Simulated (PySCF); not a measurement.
## Spin states and ions at one geometry of Pb2

PySCF 2.14.0, UKS BP86, Pb def2-SVP with ECP60; non-relativistic Hamiltonian with scalar-relativistic core potentials where named; density fitting; no spin-orbit coupling; singlets restricted, open shells unrestricted. The geometry is relaxed for charge 0, triplet, vacuum:

```xyz
2

Pb    0.0000    0.0000    1.4720
Pb    0.0000    0.0000   -1.4720
```

Energies count from the relaxed state; an electron taken off or put on is at rest in vacuum. Charges and spins are Mulliken's.

**Question.** Order these states by energy, lowest first.
A. charge 0, triplet, vacuum
B. charge 0, quintet, vacuum
C. charge -1, doublet, vacuum
D. charge +1, quartet, vacuum
E. charge -1, quartet, vacuum
F. charge +1, doublet, vacuum

**Answer.** C (-1.42 eV), E (-0.59 eV), A (0.00 eV), B (1.08 eV), D (6.76 eV), F (7.08 eV).

**Question.** How do charge and spin on the first atom follow?

**Answer.** 
```
                     state  spin squared  charge on Pb1 (e)  spin on Pb1 (e)  dipole about the centre of mass (D)
 charge 0, triplet, vacuum          2.00               0.00             1.00                                 0.00
 charge 0, quintet, vacuum          6.00               0.00             2.00                                 0.00
charge +1, doublet, vacuum          0.75               0.50             0.50                                 0.00
charge +1, quartet, vacuum          3.75               0.50             1.50                                 0.01
charge -1, doublet, vacuum          0.75              -0.50             0.50                                 0.00
charge -1, quartet, vacuum          3.75              -0.50             1.50                                 0.00
```

With an electron taken off (quartet, the lower of the two states computed) the charges change, summed by element, by Pb +1.00 e. The vertical ionisation energy is 6.76 eV, against −ε(HOMO) = 4.16 eV over both spins of the relaxed state. The level lies 2.6 eV too high, as is usual for semilocal functionals and global hybrids, which keep a self-interaction error.

With an electron put on (doublet, the lower of the two states computed) the charges change, summed by element, by Pb -1.00 e. The vertical electron affinity is 1.42 eV, against −ε(LUMO) = 3.75 eV over both spins of the relaxed state. The basis has no diffuse functions, which an added electron needs. The added electron's level lies above zero.

Open shells may have lower solutions than those found. Hard to converge, so the more doubtful: charge 0, quintet, vacuum; charge -1, quartet, vacuum.
